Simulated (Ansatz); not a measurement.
How methods differ on CH3ClF2Si (SMILES C[Si](F)(F)Cl)

CH3ClF2Si: 8 atoms, total charge 0, spin state singlet. SMILES: `C[Si](F)(F)Cl`. The shape was relaxed beforehand at B3LYP/def2-SVP.

```xyz
8

C    -0.8159   -0.3004    0.5170
Si    0.6935    0.1564   -0.4409
F     2.0153   -0.4835    0.2268
F     0.6202   -0.4250   -1.9439
Cl    0.9713    2.1863   -0.5647
H    -0.9252   -1.3959    0.5557
H    -0.7506    0.0809    1.5477
H    -1.7163    0.1241    0.0467
```

Each level gives the dissociation energy of the Si2–C1 bond into doublet SiClF2 and doublet CH3 (shapes relaxed at B3LYP/def2-SVP, no zero-point term) (eV). The values are calculated.

```
           level                    kind  program  value (eV)  CPU time (all runs)
     HF/def2-SVP            Hartree–Fock   Ansatz        3.47                1.3 s
    PBE/def2-SVP                     GGA   Ansatz        4.34                3.6 s
 r2SCAN/def2-SVP                meta-GGA   Ansatz        4.25                8.5 s
  B3LYP/def2-SVP           global hybrid   Ansatz        4.27                4.5 s
wB97M-V/def2-SVP  range-separated hybrid   Ansatz        4.71                 22 s
    MP2/def2-SVP     perturbation theory   Ansatz        4.45                1.6 s
```

The values span 3.47 to 4.71 eV. Hartree–Fock misses the correlation of the electron pair that is broken and comes out low. Measured bond enthalpies also hold zero-point and thermal terms, a few tenths of an eV less. In so small a basis fixed costs decide the times, and correlated methods can beat functionals. Times are those of the runs behind each value, whatever else they computed, on shared processors of several kinds: orders of magnitude only.
